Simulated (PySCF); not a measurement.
## How methods differ on the excitation energy of Ta

Ta [Xe] 4f14 5d3 6s2 (4F) → Ta [Xe] 4f14 5d2 6s2 7s1 (4F), as a difference of total energies. All numbers are calculated (PySCF 2.14, a scalar-relativistic core potential, in aug-cc-pVTZ-PP with ECP60MDF). Correlated levels: valence: 5s2 5p6 frozen. The calculations carry no spin-orbit coupling.

```tsv
method	excitation energy (cm⁻¹)
UHF	39919
LDA	46966
PBE	46176
PBE0	45713
r2SCAN	48307
TPSS	45767
TPSSh	45626
LC-wPBE	44631
MP2 (valence)	43064
```

Q: Estimate what SCS-MP2 (valence) gives.

A: 41357 cm⁻¹, closest to UHF among the rows shown.

Q: Estimate what HSE06 gives.

A: 45509 cm⁻¹, closest to TPSSh among the rows shown.

The promoted electron is Rydberg-like, and one or two diffuse shells describe it only roughly, which tends to raise the upper state.
